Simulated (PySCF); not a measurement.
Job file and geometry (Å, from PBE0-D3(BJ)/def2-SVP) of an NMR shielding run on `C[N+]1(C)[BH2-][C@@H](C2CC2)CC1`, C8H18BN, GIAO WP04/pcSseg-1 NMR shielding, non-relativistic, gas phase (PySCF); density fitting, a coarse starting grid and PySCF grid level 2 are the driver's defaults:

```
$ OMP_NUM_THREADS=1 python probes_run.py task.json out

{"job": {"kind": "nmr", "xc": "WP04", "basis": "pcSseg-1", "pop": false}, "charge": 0, "multiplicity": 1}
C      2.795221    -0.243514     1.126701
N      1.775478    -0.150936     0.078182
C      2.151168     0.898765    -0.881029
B      0.263395     0.155617     0.692361
C     -0.699652    -0.553615    -0.431927
C     -1.600052     0.379546    -1.205752
C     -2.961336     0.727688    -0.691711
C     -2.822680    -0.126304    -1.921687
C      0.256476    -1.339234    -1.358037
C      1.575125    -1.450017    -0.614049
H      2.509641    -1.029452     1.835404
H      3.782957    -0.468061     0.692220
H      2.840647     0.711097     1.666723
H      1.355494     1.025568    -1.622485
H      3.093383     0.638381    -1.391418
H      2.269474     1.845755    -0.341640
H      0.172720     1.372407     0.811576
H      0.250663    -0.417649     1.778306
H     -1.350624    -1.278926     0.086065
H     -1.073816     1.203633    -1.705629
H     -3.321760     1.753257    -0.808174
H     -3.287249     0.244210     0.233932
H     -3.057094    -1.191483    -1.830818
H     -3.091726     0.308377    -2.888725
H      0.400555    -0.803451    -2.311639
H     -0.111658    -2.339984    -1.633415
H      2.448212    -1.687239    -1.246678
H      1.504683    -2.212681     0.175427
```

Question: What does the program print?

Answer: 
```
coarse grid: 22000 points
cycle   1  E = -405.2932645501  dE =  8.507e-01  |g| = 7.761e-01  |ddm| = 4.622e+00
cycle   2  E = -405.1936030020  dE =  9.966e-02  |g| = 9.909e-01  |ddm| = 1.908e+00
cycle   3  E = -405.4648707693  dE = -2.713e-01  |g| = 1.054e-01  |ddm| = 1.247e+00
cycle   4  E = -405.4669771809  dE = -2.106e-03  |g| = 5.189e-02  |ddm| = 1.558e-01
cycle   5  E = -405.4675837209  dE = -6.065e-04  |g| = 1.060e-02  |ddm| = 4.723e-02
cycle   6  E = -405.4676053191  dE = -2.160e-05  |g| = 3.954e-03  |ddm| = 1.112e-02
cycle   7  E = -405.4676091528  dE = -3.834e-06  |g| = 7.781e-04  |ddm| = 4.162e-03
final grid: 208560 points
cycle   8  E = -405.5578910449  dE = -1.762e-04  |g| = 1.136e-02  |ddm| = 7.168e-02
cycle   9  E = -405.5578711645  dE =  1.988e-05  |g| = 1.432e-02  |ddm| = 2.296e-02
cycle  10  E = -405.5579251160  dE = -5.395e-05  |g| = 1.063e-03  |ddm| = 1.358e-02
cycle  11  E = -405.5579253006  dE = -1.846e-07  |g| = 6.055e-04  |ddm| = 1.565e-03
cycle  12  E = -405.5579253770  dE = -7.646e-08  |g| = 9.468e-05  |ddm| = 4.465e-04
cycle  13  E = -405.5579253785  dE = -1.432e-09  |g| = 4.460e-05  |ddm| = 1.104e-04
cycle  14  E = -405.5579253789  dE = -4.638e-10  |g| = 6.205e-06  |ddm| = 4.089e-05
converged SCF energy = -405.5579253789

GIAO shielding tensors (ppm)
atom      isotropic    diamagn.    paramagn.     s11        s22        s33       span
  0 C      120.436     245.576    -125.139     88.829    104.787    167.693     78.864
  1 N      176.417     329.397    -152.980    157.391    171.127    200.733     43.342
  2 C      123.182     250.447    -127.266     91.116    112.583    165.845     74.729
  3 B       97.368     194.922     -97.554     76.866     91.641    123.596     46.730
  4 C      137.377     252.569    -115.192    121.051    132.057    159.022     37.971
  5 C      149.097     244.791     -95.694    118.659    132.653    195.979     77.320
  6 C      164.088     254.946     -90.857    133.373    159.378    199.514     66.142
  7 C      164.380     259.209     -94.829    131.923    159.508    201.708     69.785
  8 C      137.462     252.894    -115.432    111.335    136.294    164.757     53.423
  9 C      106.292     254.164    -147.872     67.896    102.257    148.724     80.827
 10 H       29.151      30.722      -1.572     25.222     27.093     35.136      9.914
 11 H       29.498      27.336       2.161     25.761     26.714     36.018     10.257
 12 H       28.902      30.051      -1.150     25.141     26.389     35.175     10.034
 13 H       28.673      35.146      -6.472     23.791     29.610     32.618      8.827
 14 H       29.878      30.121      -0.243     26.338     26.989     36.307      9.968
 15 H       29.237      32.419      -3.182     26.092     26.817     34.802      8.710
 16 H       29.608      37.772      -8.164     25.468     30.371     32.985      7.518
 17 H       29.709      37.397      -7.688     25.422     30.828     32.877      7.455
 18 H       31.229      37.498      -6.269     26.744     32.098     34.845      8.101
 19 H       31.163      34.791      -3.628     24.360     31.663     37.465     13.105
 20 H       31.208      30.537       0.672     26.091     27.208     40.326     14.235
 21 H       31.537      33.149      -1.613     26.308     29.656     38.646     12.338
 22 H       31.648      32.632      -0.983     26.549     29.657     38.740     12.191
 23 H       31.320      29.946       1.375     26.086     27.434     40.441     14.355
 24 H       30.115      34.522      -4.407     26.413     30.333     33.598      7.185
 25 H       29.692      32.005      -2.313     25.139     28.571     35.367     10.228
 26 H       29.296      31.405      -2.109     24.989     28.239     34.660      9.671
 27 H       29.068      34.213      -5.145     24.575     28.689     33.940      9.365
```

Question: Turn these shieldings into chemical shifts. Shifts are taken against calculated references (same method and geometry level): 13C (σ = 172.44 ppm), 1H (σ = 31.56 ppm) against TMS; NH3 for 15N (σ = 246.90 ppm); 11B (σ = 95.72 ppm) against BF3·OEt2.

Answer: Averaging equivalent atoms: C 9: 66.2; C 0: 52.0; C 2: 49.3; C 4: 35.1; C 8: 35.0; C 5: 23.3; C 6: 8.4; C 7: 8.1; N 1: 70.5; B 3: -1.6; H 27: 2.50; H 10/11/12: 2.38; H 13/14/15: 2.30; H 26: 2.27; H 16: 1.96; H 25: 1.87; H 17: 1.86; H 24: 1.45; H 19: 0.40; H 20: 0.36; H 18: 0.34; H 23: 0.24; H 21: 0.03; H 22: -0.08 ppm. Experimental scales use liquid or dissolved standards, which lie at an offset from isolated NH3 (liquid NH3: subtract about 20 ppm).

Size and cost of the density-fitted run: 260 basis functions, 2.1 min wall time on 1 thread of an Arm Neoverse N1, shared host; peak memory 1.3 GiB.
